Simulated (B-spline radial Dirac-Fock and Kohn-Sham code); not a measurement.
# The V-like isoelectronic sequence (23 electrons), Z = 35 to 50

The computed values come from a radial atomic solver: Dirac-Fock ΔSCF + Breit + QED. Binding energies in eV, tabulated ground configurations ([Ar] 3d5 throughout). No correlation.

```
  ion      2s   2p1/2   3p3/2  outermost level  NIST ionisation energy
Br¹²⁺  2148.9  1958.7   494.5       387.7 (3d)                 393 ± 3
Kr¹³⁺  2324.7  2127.2   553.1       440.9 (3d)                 446 ± 3
Rb¹⁴⁺  2508.1  2303.3   614.8       497.1 (3d)                 502 ± 3
Sr¹⁵⁺  2699.1  2486.9   679.6       556.5 (3d)                 562 ± 3
Zr¹⁷⁺  3104.2  2877.0   818.4       684.3 (3d)                 690 ± 3
Nb¹⁸⁺  3318.4  3083.5   892.5       752.9 (3d)                 758 ± 3
Mo¹⁹⁺  3540.4  3297.9   969.6       824.5 (3d)                 829 ± 4
Tc²⁰⁺  3770.3  3520.0  1049.9       899.1 (3d)                 904 ± 4
Ru²¹⁺  4008.2  3750.1  1133.3       976.9 (3d)                 981 ± 4
Rh²²⁺  4254.1  3988.0  1219.7      1057.7 (3d)                1061 ± 4
Pd²³⁺  4508.0  4234.0  1309.3      1141.5 (3d)                1145 ± 4
Ag²⁴⁺  4770.1  4488.0  1402.0      1228.4 (3d)                1231 ± 4
Cd²⁵⁺  5040.4  4750.1  1497.7      1318.4 (3d)                1320 ± 4
In²⁶⁺       ?       ?       ?                ?                       ?
Sn²⁷⁺  5605.9  5299.1  1698.7      1507.5 (3d)                1508 ± 4
```

Q: Fill in the row of In²⁶⁺.

A: 2s 5318.9, 2p1/2 5020.5, 3p3/2 1596.7, outermost 1411.4 (3d), NIST 1413 ± 4 eV.

NIST's values are for the lowest levels; a dash marks a value that is missing or belongs to another shell. Their kind here: theoretical. Where a p, d or f shell is open in either ion the computed value averages over both j values and all terms, while the table refers to the lowest levels; that difference holds spin-orbit splitting (largest in heavy or highly charged ions), term energies where several electrons share open shells, and correlation, and it can reach 10 % or more.
